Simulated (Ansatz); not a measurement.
```yaml
crystal:
  periodic: [true, true, true]
  atoms:
    - {symbol: N, position_ang: [0.102533, 1.358172, -1.628656]}
    - {symbol: C, position_ang: [-0.248559, 0.788289, -0.478113]}
    - {symbol: B, position_ang: [0.378145, -0.492164, -0.115830]}
    - {symbol: N, position_ang: [0.081119, -1.102112, 1.267909]}
    - {symbol: H, position_ang: [-0.395591, 2.204063, -1.734093]}
    - {symbol: H, position_ang: [-0.863766, 1.261039, 0.422526]}
    - {symbol: H, position_ang: [1.206329, -1.317967, -0.829303]}
    - {symbol: H, position_ang: [0.316688, -1.869795, 1.563007]}
    - {symbol: H, position_ang: [-0.442409, -0.495402, 1.973822]}
basis:
  gaussian: {orbitals: cc-pVTZ-DK}
hamiltonian: {xc: {name: PBE}, dispersion: d3bjatm}
```

```sh
$ ansatz run in.yaml --threads 2 --pin off --events-out ev --progress --plain --max-ram 4352MiB
```

Output, abridged:

```
Error: YAML parse error: error: line 2 column 3: crystal: missing field `lattice` (a structure is typed as `lattice` and `atoms`, a molecule's as `atoms` in Å alone, or read from a run's directory, `checkpoint`)
 --> <input>:2:3
1 | crystal:
2 |   periodic: [true, true, true]
3 |   atoms:
4 |     - {symbol: N, position_ang: [0.102533, 1.358172, -1.628656]}
```

(1) Something in this input is off. What?

## Answers

(1) The molecule is marked periodic without a cell. The program refused the input.
